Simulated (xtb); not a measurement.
In(H)(OH)2 (H3InO2), SMILES [OH][InH][OH]. All values are semi-empirical tight-binding results from xtb (GFN2-xTB unless named), good for trends rather than for accurate numbers. Coordinates come from a GFN2-xTB optimisation. Other conformers were not sampled.

For metal compounds this method's bond lengths and energies can be far off.

```json
{
 "point_group_as_xtb_finds_it": "Cs",
 "orbital_gap": "4.37 eV",
 "zero_point_energy": "18.0 kcal/mol",
 "G − E(el) at 298.15 K (modified RRHO)": "-0.3 kcal/mol"
}
```
